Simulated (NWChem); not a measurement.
System: C₄H₄N₂; SMILES N#CCCC#N

Input file for NWChem:

```
start job
memory heap 200 mb stack 900 mb global 1100 mb
geometry units angstroms noautosym nocenter noautoz
  N     -0.192586     2.983362     0.000000
  C      0.171908     1.881944     0.000000
  C      0.607102     0.482494     0.000000
  C     -0.607102    -0.482494     0.000000
  C     -0.171908    -1.881944     0.000000
  N      0.192586    -2.983362     0.000000
  H      1.231432     0.301184    -0.881583
  H      1.231432     0.301184     0.881583
  H     -1.231432    -0.301184     0.881583
  H     -1.231432    -0.301184    -0.881583
end
basis spherical
  * library pcsseg-1
end
dft
  xc pbe0
  iterations 150
end
property
  shielding 4 1 2 3 7
end
task dft property
```

Coordinates come from a B3LYP/6-31G* (spherical d) optimisation.

GIAO values for the isolated, static molecule; σ is the absolute isotropic shielding, δ = σ(reference) − σ with the isolated reference molecule computed at the same levels (13C: tetramethylsilane, 1H: tetramethylsilane, 15N: ammonia).

Atoms are numbered as in the input.

Q: Predict the main results of this run. (PBE0/pcSseg-1, GIAO.) Quantities: δ N1 (ppm); δ C2 (ppm); δ C3 (ppm); δ H7 (ppm).

A: 
```json
{
 "δ N1 (ppm)": "313.3",
 "δ C2 (ppm)": "122.7",
 "δ C3 (ppm)": "17.6",
 "δ H7 (ppm)": "2.36"
}
```
